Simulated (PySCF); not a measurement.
# Ionisation energy of V by level of theory

V [Ar] 3d3 4s2 (4F) → V⁺ [Ar] 3d4 (5D), as a difference of total energies. All numbers are calculated (PySCF 2.14, scalar relativity by spin-free X2C-1e, in aug-cc-pVQZ-DK (9s8p6d4f3g2h, 140 functions)). Correlated levels: valence: [Ar] frozen. The calculations carry no spin-orbit coupling.

| method | ionisation energy (eV) | error (eV) |
| --- | --- | --- |
| UHF | 6.174 | -0.558 |
| LDA | 6.469 | -0.263 |
| PBE | 6.391 | -0.341 |
| PBE0 | 6.350 | -0.382 |
| BHandHLYP | 6.749 | +0.017 |
| PBEsol | 6.230 | -0.502 |
| B97-3 | 6.805 | +0.073 |
| MP2 (valence) | 6.596 | -0.136 |
| SCS-MP2 (valence) | 7.136 | +0.404 |

Reference: 6.732 eV (measured; NIST levels, between the centres of gravity of the two terms).
